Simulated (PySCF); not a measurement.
An unknown gives this computed stick spectrum. Method: TDDFT wB97X-D/def2-SVPD, vertical, gas phase, core orbitals frozen in the response (PySCF 2.14.0, density-fitted response routines). Geometries: PBE0-D3(BJ)/def2-SVP, one conformer each.

| state | ν̃ (cm⁻¹) | f | main configurations (H = HOMO, L = LUMO) |
| --- | --- | --- | --- |
| S1 | 39880 | 0.0009 | H→L (90%) |
| S2 | 45160 | 0.0066 | H-1→L (84%) |
| S3 | 45930 | 0.012 | H-2→L (88%) |
| S4 | 49180 | 0.068 | H→L+1 (52%), H-2→L+1 (18%), H-1→L+1 (11%) |
| S5 | 50940 | 0.125 | H→L+1 (37%), H-2→L+1 (20%), H-1→L+1 (15%) |
| S6 | 51430 | 0.046 | H→L+2 (34%), H-2→L+2 (19%), H-1→L+2 (14%) |
| S7 | 52300 | 0.153 | H→L+2 (47%), H-1→L+2 (29%), H-2→L+2 (9%) |
| S8 | 53270 | 0.028 | H-1→L+1 (43%), H-2→L+1 (37%) |
| S9 | 54770 | 0.0053 | H→L+3 (81%) |
| S10 | 55330 | 0.041 | H-2→L+2 (52%), H-1→L+2 (28%) |

Triplets computed (Tamm–Dancoff): 4.67, 5.02, 5.07, 5.46 eV.

Question: Which candidate is it? All have the formula C4H14Si4.
A. `CC#C[Si@H](C)[SiH]([SiH3])[SiH3]`
B. `C[Si@@H]1[SiH2][SiH2][Si@@H]1C1CC1`
C. `C#C[C@H](C)[SiH2][SiH2][SiH2][SiH3]`

Answer: B. Its S1, at 4.94 eV, is the lowest among the candidates; the nearest of the others has S1 at 5.73 eV. S1 is HOMO→LUMO (90%). Löwdin shares by element: HOMO silicon 75% (atoms not listed hold the other 25%); LUMO silicon 64% (atoms not listed hold the other 36%). At the same level the other candidates give, for their lowest levels:
- `C#C[C@H](C)[SiH2][SiH2][SiH2][SiH3]`: 6.26 eV (f 0.000); 6.50 eV (f 0.013); 6.58 eV (f 0.052); 6.64 eV (f 0.001); 6.79 eV (f 0.004); T1 5.32 eV; HOMO -9.27, LUMO 1.38 eV
- `CC#C[Si@H](C)[SiH]([SiH3])[SiH3]`: 5.73 eV (f 0.004); 5.99 eV (f 0.015); 6.06 eV (f 0.004); 6.58 eV (f 0.015); 6.60 eV (f 0.030); T1 4.89 eV; HOMO -8.95, LUMO 1.37 eV

Conformer computed: `[CH3:1][Si@@H:2]1[SiH2:3][SiH2:4][Si@@H:5]1[CH:6]1[CH2:7][CH2:8]1`: Si4–Si5–C6–C7 -23°.
